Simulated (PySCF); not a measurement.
CH6Ge, SMILES `[CH3][GeH3]`, neutral singlet in the gas phase. 

Cartesian coordinates (Å):
SMILES: [CH3][GeH3]
```xyz
8

C      1.0355     0.0023    -0.0336
Ge    -0.9161    -0.0019     0.0294
H      1.4324     0.7935     0.6034
H      1.4268    -0.9544     0.3138
H      1.3803     0.1703    -1.0544
H     -1.4722     1.3468    -0.4616
H     -1.4798    -1.1186    -0.8676
H     -1.4065    -0.2375     1.4693
```
Charge 0, multiplicity 1.

All levels are single points at this geometry (PBE0-D3(BJ)/def2-TZVP); Pople sets use spherical d functions. Orbital energies aren't observables, and empty levels follow the basis.

```json
[
 {"level": "PBE0-D3(BJ)/def2-TZVP in PySCF", "HOMO (eV)": "-8.93", "LUMO (eV)": "0.88", "gap (eV)": "9.80", "dipole (D)": "0.73", "vertical IE, Delta-SCF (eV)": "11.19"},
 {"level": "B3LYP/6-31G* in PySCF", "HOMO (eV)": "-8.53", "LUMO (eV)": "1.05", "gap (eV)": "9.58", "dipole (D)": "0.78", "vertical IE, Delta-SCF (eV)": "11.15"},
 {"level": "B3LYP/LANL2DZ in PySCF", "HOMO (eV)": "-8.67", "LUMO (eV)": "1.16", "gap (eV)": "9.83", "dipole (D)": "0.66", "vertical IE, Delta-SCF (eV)": "–"},
 {"level": "M06-2X/6-31G* in PySCF", "HOMO (eV)": "-9.97", "LUMO (eV)": "1.86", "gap (eV)": "11.84", "dipole (D)": "0.70", "vertical IE, Delta-SCF (eV)": "–"},
 {"level": "HF/3-21G in PySCF", "HOMO (eV)": "-11.87", "LUMO (eV)": "4.69", "gap (eV)": "16.56", "dipole (D)": "0.64", "vertical IE, Delta-SCF (eV)": "–"},
 {"level": "HF/6-31G* in PySCF", "HOMO (eV)": "-11.86", "LUMO (eV)": "3.97", "gap (eV)": "15.83", "dipole (D)": "0.67", "vertical IE, Delta-SCF (eV)": "10.38"}
]
```
